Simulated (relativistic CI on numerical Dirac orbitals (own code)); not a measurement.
**V³⁺ in a cubic cluster: 1s photoemission with charge transfer**

Computed with a charge-transfer multiplet model of a cubic metal-ligand cluster with up to 2 ligand holes, Slater and spin-orbit integrals from Dirac-Coulomb-Breit ions, Slater integrals scaled by 0.9. The ground state mixes d2 with configurations of k ligand holes L, whose averages lie at kΔ + k(k − 1)U_dd/2; a core hole lowers each added d electron by U_cd. 20 K, Lorentzian 1.1 eV and Gaussian 0.6 eV FWHM.

Atomic integrals in eV (Slater integrals scaled, ζ unscaled), ground: F2dd 9.064, F4dd 5.680, zeta_d 0.024; with the core hole: F2dd 10.621, F4dd 6.689, zeta_d 0.040, G2cd 0.050.

Cluster parameters (eV): U_dd = 5.3, U_cd = 6.9, 10Dq = 1.45, 10Dq(ligand) = 1.3, V(eg) = 3, V(t2g) = -1.4, final-state hopping factor = 1.

```
      Case   n_d    d2   d3L  d4L2     S
Δ = 2.9 eV  2.71  0.40  0.49  0.11  1.00
Δ = 3.9 eV  2.63  0.46  0.46  0.09  1.00
Δ = 5.9 eV  2.49  0.56  0.38  0.05  1.00
```

Weights, n_d and S are thermal averages at 20 K. Binding energies count from the first peak over 30 % of the highest in each spectrum, which can be another peak from case to case. The parameters are a model scan and need not match a compound or its usual spin state. Peaks in eV (height, largest 100):
- Δ = 2.9 eV: 0.0 (100), 13.0 (10)
- Δ = 3.9 eV: 0.0 (100), 12.7 (10)
- Δ = 5.9 eV: 0.0 (100), 11.6 (14)

For the case Δ = 2.9 eV, Δ = 2.9 eV is smaller than U_dd = 5.3 eV, the charge-transfer side of the Zaanen-Sawatzky-Allen scheme. With the core hole the configuration with one ligand hole lies at Δ − U_cd = -4.0, -3.0, -1.0 eV from the one without, in the order of the table; where this is negative the screened configuration lies lower, though the effective hopping of about 6.2 eV (from the holes of the mixed ground state) mixes the two strongly wherever it is as large as the gap.

With at most 2 ligand holes the space is cut while the next configuration still counts, so covalency is underestimated, and a final configuration with one more ligand hole, which can lie low, is missing from the spectra.
